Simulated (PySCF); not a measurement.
C2F5, SMILES F[C](F)C(F)(F)F, multiplicity 2.

Coordinates come from a PBE0-D3(BJ)/def2-SVP optimisation.

Two levels are set side by side: PBE/def2-TZVP (PySCF) and PBE0/def2-TZVP (PySCF). Same geometry, gas phase. Differences are taken from unrounded values.

| quantity | PBE |
|---|---|
| α-spin orbital gap (eV) | 6.78 |
| β-spin orbital gap (eV) | 5.98 |
| dipole moment (D) | 0.42 |
| mean polarisability (bohr³) | 28.7 |

Question: These are the PBE values. What does PBE0 give? (An estimate is asked for; the answer gives what the named calculation found.)

Answer: 
| quantity | PBE0 | PBE minus PBE0 |
|---|---|---|
| α-spin orbital gap (eV) | 9.80 | -3.03 |
| β-spin orbital gap (eV) | 9.13 | -3.14 |
| dipole moment (D) | 0.46 | -0.04 |
| mean polarisability (bohr³) | 27.0 | 1.7 |

PBE's more diffuse valence density responds more strongly to a field. Differences between two approximate levels are no errors against the true value.

Rough cost on one machine, each run with all the roots and properties that it gave: PBE0 against PBE within a factor of 2.
